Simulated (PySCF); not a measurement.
C₂H₉FOSi₂, SMILES OCC[SiH2][SiH2]F.

Geometry: B3LYP-D3(BJ)/def2-SVP. The structure was generated by enumeration, and PubChem lists no compound with its InChIKey, so it may never have been made. Other conformers were not sampled.

All values below come from TDA-PBE/def2-SVPD run with PySCF.

Vertical excitations. 

```tsv
state	energy (eV)	λ (nm)	f	main pairs
S1	5.80	214	0.013	HOMO→LUMO 92 %
S2	6.19	200	0.018	HOMO−1→LUMO 86 %
S3	6.33	196	0.042	HOMO→LUMO+1 77 %
S4	6.46	192	0.005	HOMO→LUMO+2 75 %
S5	6.64	187	0.020	HOMO−1→LUMO+1 82 %, HOMO→LUMO+3 13 %
S6	6.70	185	0.002	HOMO→LUMO+3 51 %, HOMO−1→LUMO+2 35 %, HOMO−1→LUMO+1 11 %
T1	5.41	229	0	HOMO→LUMO 93 %
T2	5.85	212	0	HOMO→LUMO+2 72 %, HOMO→LUMO+1 17 %
```
Triplets are in the Tamm–Dancoff approximation.
